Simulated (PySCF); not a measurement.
Two species compared at the same levels of theory.

First species: C₆H₉O₂P.
InChI=1S/C6H9O2P/c1-9(5-7)6-2-3-8-4-6/h2-4,7H,5H2,1H3

Second species: C6H7Cl2NSi.
Numbering: `[N:1]#[C:2][CH2:3][Si@@H:4]([Cl:5])[C:6]1=[C:7]([Cl:8])[CH2:9][CH2:10]1` (hydrogens: H11, H12 on C3; H13 on Si4; H14, H15 on C9; H16, H17 on C10)

Levels: PBE0/pcSseg-1 for dipole moment, HOMO energy, LUMO energy and HOMO–LUMO gap; GFN2-xTB for rotational constant A and rotational constant C. Geometries: GFN2-xTB. Each species is one conformer at its optimised geometry, gas phase, non-relativistic unless stated; the electronic structure was computed with PySCF and density fitting.

The conformers computed, where there is a choice (atom-mapped SMILES and torsion angles):
- `[CH3:1][P:2]([CH2:3][OH:4])[c:5]1[cH:6][cH:7][o:8][cH:9]1`: C1–P2–C3–O4 178°, C1–P2–C5–C6 -140°, H–O4–C3–P2 58°
- `[N:1]#[C:2][CH2:3][Si@@H:4]([Cl:5])[C:6]1=[C:7]([Cl:8])[CH2:9][CH2:10]1`: C2–C3–Si4–Cl5 -175°, C3–Si4–C6–C7 -16°

Values for the first species:

```
Dipole moment         : 1.44 D
HOMO energy           : -6.29 eV
LUMO energy           : 0.14 eV
HOMO–LUMO gap         : 6.43 eV
Rotational constant A : 2.228 GHz
Rotational constant C : 0.765 GHz
```

Q: Estimate the same properties for the second species, and the change in each.

A: 
| property | first | second | second less first |
| --- | --- | --- | --- |
| dipole moment | 1.44 D | 3.05 D | +1.61 D |
| HOMO energy | -6.29 eV | -7.59 eV | -1.30 eV |
| LUMO energy | 0.14 eV | -1.15 eV | -1.29 eV |
| HOMO–LUMO gap | 6.43 eV | 6.44 eV | +0.01 eV |
| rotational constant A | 2.228 GHz | 0.927 GHz | -1.301 GHz |
| rotational constant C | 0.765 GHz | 0.502 GHz | -0.263 GHz |

On the first: The dipole matches unit charges of opposite sign 0.30 Å apart (1 e·Å = 4.8032 D). A dipole of 1.44 D is allowed in C1, and pure rotational transitions are dipole-allowed.

On the second: In atomic units the dipole is 1.20 e·bohr (1 au = 2.5417 D).
